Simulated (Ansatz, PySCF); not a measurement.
Complex: SiH4 (SMILES [SiH4]) (first 5 atoms) with CH3Br (SMILES CBr); geometry from B3LYP-D3(BJ)/def2-TZVP.
(charge 0, multiplicity 1):
```xyz
10

Si    -0.044    -0.302     0.099
H      0.631    -1.581     0.401
H     -1.410    -0.302     0.669
H     -0.137    -0.127    -1.370
H      0.725     0.826     0.669
C     -0.873     1.260     3.619
Br     0.036    -0.452     3.891
H     -0.197     1.905     3.069
H     -1.102     1.669     4.597
H     -1.776     1.064     3.052
```

Counterpoise-corrected where a basis set is named; no monomer relaxation. Rows marked so take none.

Frozen-core correlation. Filled d and f shells under p-block atoms count as core. Rows in 3-21G carry no dispersion term and start afresh at each structure; the Pople sets are all-electron and without relativity.

Programs: Ansatz (an electronic-structure program); PySCF for 3-21G rows, the dispersion terms. 

### Question
Give the interaction energy at the level HF/3-21G (no counterpoise).

### Answer
-3 kJ/mol
